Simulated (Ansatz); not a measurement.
Start from `CB1CS1` and change one atom or group to get `OB1CS1`.

Ansatz, PBE0-D4/def2-TZVP geometries, multiplicity 1. Each molecule was computed in one conformer, which needn't be the lowest.

| property | `CB1CS1` |
| --- | --- |
| LUMO energy (PBE0/def2-TZVPP) / eV | -0.65 |
| HOMO energy (B3LYP/def2-TZVPP) / eV | -7.09 |
| HOMO energy (ωB97M-V/def2-TZVPP) / eV | -9.49 |
| HOMO–LUMO gap (PBE/def2-TZVPP) / eV | 4.58 |
| ideal-gas entropy at 298 K and 1 bar (rigid rotor, harmonic PBE0-D4/def2-TZVP) / J/(mol·K) | 305 |
| HOMO–LUMO gap (PBE0/def2-TZVPP) / eV | 6.68 |

(1) Give the same properties after the change, and the shifts. (Best estimate.)

Answers

(1) The calculation gave: 
```tsv
property	`OB1CS1`	shift
LUMO energy (PBE0/def2-TZVPP) / eV	-0.12	0.53
HOMO energy (B3LYP/def2-TZVPP) / eV	-6.95	0.14
HOMO energy (ωB97M-V/def2-TZVPP) / eV	-9.36	0.13
HOMO–LUMO gap (PBE/def2-TZVPP) / eV	4.98	0.40
ideal-gas entropy at 298 K and 1 bar (rigid rotor, harmonic PBE0-D4/def2-TZVP) / J/(mol·K)	284	-21
HOMO–LUMO gap (PBE0/def2-TZVPP) / eV	7.08	0.40
```

With PBE0 the HOMO rises by 0.13 eV and the LUMO rises by 0.53 eV, so the gap widens by about 0.40 eV. PBE moves the HOMO by 0.18 eV and ωB97M-V by 0.13 eV. The zero-point energy changes by -56.2 kJ/mol with -6 modes.

B3LYP here is the variant with VWN-RPA as its local correlation; programs differ in this.
